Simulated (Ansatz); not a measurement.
Input file for Ansatz (an electronic-structure program): U-CCSD(T)/def2-TZVPPD on CH4Mg (SMILES [CH3][MgH]), a point of a bond scan (R = 5.454 Å). Files ending in .json are basis or fitting sets from the Basis Set Exchange.

Ansatz 0.2 input:
```yaml
crystal:
  periodic: [false, false, false]
  atoms:
    - {symbol: Mg, position_ang: [-0.72811638, -0.38870869, -0.10748715]}
    - {symbol: H, position_ang: [-5.49933817, -2.93585010, -0.81183205]}
    - {symbol: C, position_ang: [1.09920338, 0.58681540, 0.16226835]}
    - {symbol: H, position_ang: [1.57194580, 0.30753294, 1.10855994]}
    - {symbol: H, position_ang: [0.98072795, 1.67440410, 0.17040784]}
    - {symbol: H, position_ang: [1.80862578, 0.34636524, -0.63513709]}
basis:
  gaussian:
    orbitals: def2-TZVPPD.json
correlation: {method: ccsd_t, electrons: outside_noble_gas}
scf: {omitted_lower_state_checks: [cluster_reference]}
magnetization: {spin_polarized: true, initial_magnetization: 0}
```

Program output:

```
WARN ansatz: RAYON_NUM_THREADS=1 ignored (pool sized by the plan → 1); use --threads N
Functional definition: HF
these checks for a lower state are left out or cut short: cluster_reference
integrals: 0.46 GiB planned
881 factors; integrals over basis functions are off by at most 7.3e-4 eV
mean field: 0.34 GiB planned
mean field evaluation 1: about -6516.5365 eV, gradient 1.8e1 eV
mean field evaluation 2: about -6516.5363 eV, gradient 1.8e1 eV
mean field evaluation 4: about -6517.6188 eV, gradient 9.8e0 eV
mean field evaluation 8: about -6519.4963 eV, gradient 7.9e-2 eV
mean field evaluation 16: about -6519.4961 eV, gradient 1.4e-4 eV
mean field evaluation 32: about -6522.7216 eV, gradient 1.6e-3 eV
mean field evaluation 64: about -6519.4875 eV, gradient 6.1e-1 eV
mean field -6522.72160441 eV, -239.7055977024 hartree, gradient 3.0e-6 eV, S^2 1.008429; 6 other end points of the search recorded, 0 dependent functions left out
6 core orbitals not correlated
reference -6522.72160441 eV, -239.7055977024 hartree; 5, 5 occupied and 129, 129 virtual orbitals, 881 factors
second order -5.68979607 eV of doubles, -0.00000000 eV of singles
coupled cluster: 1.11 GiB planned
cycle   1  -6.01074757 eV  change   -3.2e-1 eV  update   5.2e-2
cycle   2  -6.17125640 eV  change   -1.6e-1 eV  update   1.9e-2
cycle   3  -6.19736418 eV  change   -2.6e-2 eV  update   9.0e-3
cycle   4  -6.19558959 eV  change    1.8e-3 eV  update   4.0e-3
cycle   5  -6.19543727 eV  change    1.5e-4 eV  update   1.8e-3
cycle   6  -6.19568979 eV  change   -2.5e-4 eV  update   8.2e-4
cycle   7  -6.19588883 eV  change   -2.0e-4 eV  update   3.5e-4
cycle   8  -6.19593593 eV  change   -4.7e-5 eV  update   1.9e-4
cycle   9  -6.19592455 eV  change    1.1e-5 eV  update   1.5e-4
cycle  10  -6.19591391 eV  change    1.1e-5 eV  update   1.4e-4
cycle  11  -6.19592862 eV  change   -1.5e-5 eV  update   1.3e-4
cycle  12  -6.19593569 eV  change   -7.1e-6 eV  update   1.2e-4
cycle  13  -6.19595295 eV  change   -1.7e-5 eV  update   1.0e-4
cycle  14  -6.19595093 eV  change    2.0e-6 eV  update   8.1e-5
cycle  15  -6.19594464 eV  change    6.3e-6 eV  update   5.9e-5
cycle  16  -6.19595206 eV  change   -7.4e-6 eV  update   3.3e-5
cycle  17  -6.19595368 eV  change   -1.6e-6 eV  update   1.5e-5
cycle  18  -6.19595377 eV  change   -9.2e-8 eV  update   6.1e-6
coupled cluster: 1.11 GiB planned
perturbative correction -0.23451612 eV, -0.0086183084 hartree
Total energy: -6529.15207429 eV, -239.9419131121 hartree
Checks for a lower state left out: cluster_reference
```

Self-consistency was reached. Its determinant has ⟨S²⟩ = 1.01, a mixture of spin states.

Cost: very roughly 30 core-seconds.
